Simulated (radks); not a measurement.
Ionisation of the fluorine ion F+, [He] 2s2 2p4, to [He] 2s2 2p3 as the strength of local exchange is varied. Method: non-relativistic Kohn-Sham, Slater X-alpha exchange (alpha = 2/3 is LDA exchange), no correlation, spin-polarised, spherical densities, point nucleus; open shells are filled with parallel spins first; computed with a radial shooting solver on a logarithmic mesh with Libxc functionals.

alpha  E(F+) (hartree)  exchange (hartree)  IE (eV)  -e of the level emptied (eV)  <r> of it (bohr)
0.564        -96.55941            -7.19516   31.211                   22.531 (2p)             1.043
0.567        -96.59769            -7.23580   31.258                   22.578 (2p)             1.042
0.667        -97.88079            -8.60452   32.844                   24.165 (2p)             1.023
0.703        -98.34610            -9.10400   33.427                   24.752 (2p)             1.017
0.794        -99.53030           -10.38247   34.929                   26.269 (2p)             1.001
0.954       -101.64017           -12.68543   37.668                   29.055 (2p)            0.9735
1.007       -102.34685           -13.46374   38.603                   30.011 (2p)            0.9650
?            -97.97112            -8.70136   32.957                   24.279 (2p)             1.022

Which alpha was used in the last row?

Answer. alpha = 0.674. NIST Atomic Spectra Database: 34.971 eV (measured). The Delta-SCF value meets it near alpha = 0.80. Open shells are spherical and high-spin; term and fine-structure splittings are not resolved.
